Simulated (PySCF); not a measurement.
# Germanium: a sound run and one with changed settings

Sound run: Ge⁺ [Ar] 3d10 4s2 4p1, Ge²⁺ [Ar] 3d10 4s2. Calculation: PySCF 2.14, in cc-pVTZ-PP with ECP10MDF (5s4p3d1f, 39 functions); a scalar-relativistic core potential. In the sound run the correlated levels freeze 3s2 3p6 3d10 outside the core potential. The sound run starts from symmetry-adapted Hartree-Fock orbitals and uses a fine grid where one is needed.

Changed run: all electrons correlated in a basis built for the valence shell.

| species | method | sound run (hartree) | changed run (hartree) | converged |
| --- | --- | --- | --- | --- |
| Ge⁺ | MP2 | -293.11811 | -293.21319 | yes |
| Ge²⁺ | MP2 | -292.54916 | -292.64000 | yes |

Ionisation energy of Ge⁺:

```json
{"method": "UHF", "sound run (eV)": "15.246", "changed run (eV)": "15.246"}
{"method": "MP2", "sound run (eV)": "15.482", "changed run (eV)": "15.597"}
{"method": "SCS-MP2", "sound run (eV)": "15.469", "changed run (eV)": "15.548"}
```

A valence basis has no tight correlating functions, so it recovers only part of the core correlation, and not evenly between atom and ion.

For comparison, NIST gives 15.935 eV between the lowest levels.
